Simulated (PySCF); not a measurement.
NMR data simulated for an unnamed compound:

¹H NMR (500 MHz, computed): δ 7.59 (q, 1H), 4.21 (d, 3H), 2.74 (q, 2H), 1.28 (t, 3H).

¹³C{¹H} NMR (computed): δ 182.2 (C), 166.4 (CH), 160.4 (C), 35.0 (CH2), 18.9 (CH3).

[PySCF 2.14.0 with density-fitted response routines: GFN2-xTB structure; shielding tensors at PBE0/pcSseg-1 (GIAO); non-relativistic; isolated molecule; one conformer; fast rotation and ring inversion assumed for equivalent nuclei]

Shifts are taken against calculated references (same method and geometry level): TMS for ¹H (σref 31.72) and ¹³C (σref 186.93).

Task: Which of these does the molecule contain: a CH3CH2 unit, a Si–H bond, a carboxylic acid, a vinyl group CH=CH2, a ketone, a non-aromatic C=C double bond?

Result: 
- A CH3CH2 unit: yes (δC 18.9, 35.0; δH 1.28 (t), 2.74 (q)).
- A Si–H bond: yes (δH 4.21 (d)).
- A carboxylic acid: no.
- A vinyl group CH=CH2: no.
- A ketone: no.
- A non-aromatic C=C double bond: yes.

The data belong to SMILES CC/C(=C/[SiH3])C(=O)Cl, C$_{5}$H$_{9}$ClOSi; they needn't prove each group on their own.

Carbon signals by region: 3 in the far downfield region (above 160 ppm), 2 below 50 ppm. Above 160 ppm: 182.2, carbonyl carbon, 166.4, β carbon of a C=C–C=O unit, 160.4, α carbon of a C=C–C=O unit.

Carbons that carry Cl, above all several Cl atoms, come out too deshielded, partly because spin–orbit coupling is missing. Shifts are as computed. Against solution values, carbons near 30 ppm lie about +3 ppm off and those near 130 ppm about +5 ppm; carbons on Cl a further +6 ppm. Of 1211 compounds with measured shifts, 218 miss one by over three times the rms of a fit or turn the order of signals round; such compounds aren't used in these exercises. No couplings were computed; multiplicities are counted from neighbouring protons, with m where these are inequivalent, close in shift, in a saturated or five-membered ring or joined by F or P, and br s for small geminal =CH2 splittings.
